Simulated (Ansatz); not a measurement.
Computed with Ansatz on PBE0-D4/def2-TZVP structures; ΔE is electronic, products minus reactants. CCSD(T)/CBS is the MP2 limit (def2-TZVPP, def2-QZVPP) plus CCSD(T) − MP2 in def2-TZVPP, frozen cores. Functionals use def2-TZVPP. B3LYP here is the variant with VWN-RPA as its local correlation; programs differ in this.

`C[SiH]1[SiH2]B1[SiH3]` → `[SiH3]C1B[SiH2][SiH2]1`  (isomerisation)

```tsv
level	ΔE (kJ/mol)
B3LYP-D4	-63.6
PBE0	-65.8
HF/def2-TZVPP	-84.0
SCS-MP2/def2-TZVPP	-68.8
```

What does CCSD(T)/CBS give? (Estimate.)

The calculation gave: -70.3 kJ/mol. The listed levels differ from it by 6.7, 4.5, -13.7, 1.5 kJ/mol.

Largest T1 diagnostic among the species: 0.015.

The D4 term adds −6.6 kJ/mol with B3LYP and −3.2 kJ/mol with PBE0; it sums over pairs of atoms, weighted by their polarisabilities, and B3LYP, whose exchange is more repulsive, gets the larger term. In def2-TZVPP, CCSD(T) changes the Hartree–Fock value by +17.0 kJ/mol (the triples alone add +4.8 kJ/mol) and MP2 by +16.6 kJ/mol.
